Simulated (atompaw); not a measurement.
**PBEsol PAW (atompaw) dataset for nitrogen, scalar-relativistic all-electron reference.**

atompaw 4.2.0.5 was run on this input:

```
N 7
GGA-PBESOL scalarrelativistic loggrid 1500 logderivrange -3 5 201
2 2 0 0 0 0
2 1 3
0 0 0
c
v
v
1
1.40 1.20 1.15 1.35
y
-1
n
y
0.5
n
custom rrkj vanderbiltortho besselshape
2 0.5 troulliermartins
0.85
0.85
1.40
1.40
PWSCFOUT
UPFDX 0.0125d0 UPFXMIN -7.d0 UPFZMESH 7.d0
END
```

Command:

```bash
atompaw < N.input > N.log
```

The program printed (summary file):

```
Completed calculations for N (AE)

 Exchange-correlation type: GGA, Perdew-Burke-Ernzerhof modified (PBEsol)

 Radial integration grid is logarithmic
 r0 =   1.0695298E-03 h =   7.4867086E-03   n =      1500 rmax =   8.0000000E+01

 Scalar relativistic calculation

 AEatom converged in  27 iterations
   nz     =   7.00
   delta  =       3.488679797359E-17

 All Electron Orbital energies:
  n  l      occupancy      energy
  1  0      2.0000000E+00 -2.8156526E+01
  2  0      2.0000000E+00 -1.3564750E+00
  2  1      3.0000000E+00 -5.1715223E-01

 Total energy
   Total                    :     -108.48343664918380

 ---
 Completed calculations for N (SC)

 Exchange-correlation type: GGA, Perdew-Burke-Ernzerhof modified (PBEsol)

 Radial integration grid is logarithmic
 r0 =   1.0695298E-03 h =   7.4867086E-03   n =      1500 rmax =   8.0000000E+01

 Scalar relativistic calculation

 SCatom converged in   1 iterations
   nz     =   7.00
   delta  =       7.958624570066E-17

 Valence Electron Orbital energies:
  n  l      occupancy      energy
   2  0      2.0000000E+00 -1.3564750E+00
   2  1      3.0000000E+00 -5.1715223E-01

 Total energy
   Total                    :     -108.48343664729120
   Valence                  :      -27.16917343759218

 PAW parameters:
       lmax =            1
         rc =    1.4027789322566941
        irc =          960
   rc_shape =    1.2075552831176508
    rc_vloc =    1.1544648962682562
    rc_core =    1.3511993370134339
   Vloc: Norm-conserving Troullier-Martins with l= 2;e=   5.0000E-01
   Projector type: RRKJ pseudization + Vanderbilt ortho.
   Bessel compensation charge shape zeroed at   1.2076E+00

 Number of basis functions     4
 No.   n  nodes  l      Energy         Cp coeff         Occ
  1    2    1    0   -0.1356475E+01  0.1831564E+05  0.2000000E+01
  2  999    2    0   -0.1000000E+01  0.8414817E+04  0.0000000E+00
  3    2    0    1   -0.5171522E+00 -0.2610611E+03  0.3000000E+01
  4  999    1    1    0.5000000E+00 -0.3977400E+02  0.0000000E+00

 Eigenvalues of overlap operator (in the basis of projectors):
    1        4.72520086E-01
    2        1.38764862E+00
    3        1.44114875E+04
    4        2.57484379E+05

 Orbital leakage outside PAW augmentation regions
   orb  is_core?  %out_of_sphere
   1 0    T           0.00
   2 0    F          37.75
   2 1    F          44.89

 Summary of PAW energies
   Total valence energy     :    -27.16920962511928
   Smooth energy            :     17.40336830018448
   One center               :    -44.57257792530375
   Smooth kinetic           :      9.84651344881770
   Vloc energy              :     -1.22896060361770
   Smooth exch-corr         :     -3.97319793542263
   One-center xc            :     -8.71164984303294
```

The run took about 1 s on one core of a shared server CPU.
